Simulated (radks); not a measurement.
Species: Te8+. Configuration: [Ar] 3d10 4s2 4p(1/2: 2, 3/2: 3) 4d(3/2: 4, 5/2: 5) (not the ground configuration). All-electron calculation, Dirac Kohn-Sham, PBE, spin-unpolarised, spherical densities, finite nucleus; Fermi nuclear charge, rms radius 4.7423 fm. Program: a radial shooting solver on a logarithmic mesh with Libxc functionals.

X-ray form factor f0, the Fourier transform of the density (f0(0) = 44):

| sin(theta)/lambda (1/angstrom) | f0 (electrons) |
|---|---|
| 0.05 | 43.719 |
| 0.1 | 42.896 |
| 0.15 | 41.593 |
| 0.2 | 39.901 |
| 0.25 | 37.931 |
| 0.3 | 35.796 |
| 0.4 | 31.450 |
| 0.5 | 27.507 |
| 0.6 | 24.268 |
| 0.8 | 19.818 |
| 1 | 16.999 |
| 1.25 | 14.218 |
| 1.5 | 11.710 |
| 2 | 7.935 |
